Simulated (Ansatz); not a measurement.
Total energies of the cluster Ga4As5⁻ from Ansatz at r2SCAN-D4/def2-SVP, gas phase (1 Eh = 27.2114 eV = 2625.5 kJ/mol). The reference geometry is relaxed at PBE-D4/def2-SVP.

```xyz
9

Ga   -0.880   -1.013   -2.666
Ga    0.953    0.174    2.661
Ga    0.557   -0.979   -0.142
Ga   -0.866    1.600    1.028
As    1.897   -1.704    1.755
As    0.023    1.401   -1.223
As   -1.551    1.189   -3.045
As    0.056   -2.835   -1.581
As   -0.189    2.167    3.212
```

| state | geometry | energy (Eh) |
| --- | --- | --- |
| charge -1 singlet | reference | -18876.75165 |
| charge 0 doublet | reference | -18876.63714 |
| charge -1 triplet | relaxed at PBE-D4/def2-SVP | -18876.73968 |
| charge -1 quintet | relaxed at PBE-D4/def2-SVP | -18876.69355 |

Q: Work out the vertical ionisation energy to the doublet.

A: E(charge 0 doublet) − E(charge -1 singlet) = -18876.63714 − (-18876.75165) = 0.11451 Eh = 3.12 eV. For comparison, −ε of the highest occupied level is 1.34 eV at this level, 1.78 eV less.

Q: Which of the charge -1 states is lowest, and how far above it are the others?

A: The singlet. triplet: -18876.73968 − (-18876.75165) = 0.01197 Eh = 31.4 kJ/mol; quintet: -18876.69355 − (-18876.75165) = 0.05810 Eh = 152.5 kJ/mol.

The structure comes from a short search, and lower isomers may exist.
